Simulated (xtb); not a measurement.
C4H4Cl2, SMILES C=C=C(Cl)CCl. All values are semi-empirical tight-binding results from xtb (GFN2-xTB unless named), good for trends rather than for accurate numbers. Coordinates come from a GFN2-xTB optimisation. Other conformers were not sampled.

Optimised geometry:

Bonded distances (Å): C1–C2 1.293, C1–H7 1.079, C1–H8 1.079, C2–C3 1.300, C3–Cl4 1.751, C3–C5 1.489, C5–Cl6 1.799, C5–H9 1.089, C5–H10 1.089. Bond angles (°): C2–C1–H7 121.8, C2–C1–H8 121.6, H7–C1–H8 116.6, C1–C2–C3 178.9, C2–C3–Cl4 119.8, C2–C3–C5 125.2, Cl4–C3–C5 115.0, C3–C5–Cl6 110.2, C3–C5–H9 111.3, C3–C5–H10 110.9, Cl6–C5–H9 106.4, Cl6–C5–H10 106.8, H9–C5–H10 111.0.
Charge 0, spin multiplicity 1.

Computed properties:
The orbital gap is 4.30 eV, the dipole moment is 2.89 D and the zero-point energy comes out as 40.2 kcal/mol. The G − E(el) at 298.15 K (modified RRHO) is 19.8 kcal/mol. The static polarisability (D4 model) comes out as 72.8 bohr³ and the solvation energy, GFN2-xTB/ALPB(water) comes out as -4.0 kcal/mol. The solvation energy, GFN2-xTB/ALPB(benzene) is -6.5 kcal/mol.

Computed atomic charges and the Wiberg bond orders between heavy atoms:
charges (e) C1 -0.08, C2 -0.01, C3 0.08, Cl4 -0.16, C5 0.02, Cl6 -0.18, H7 0.08, H8 0.08, H9 0.09, H10 0.08. Bond orders C1–C2 1.99, C2–C3 1.85, C3–Cl4 0.93, C3–C5 1.02, C5–Cl6 0.93.
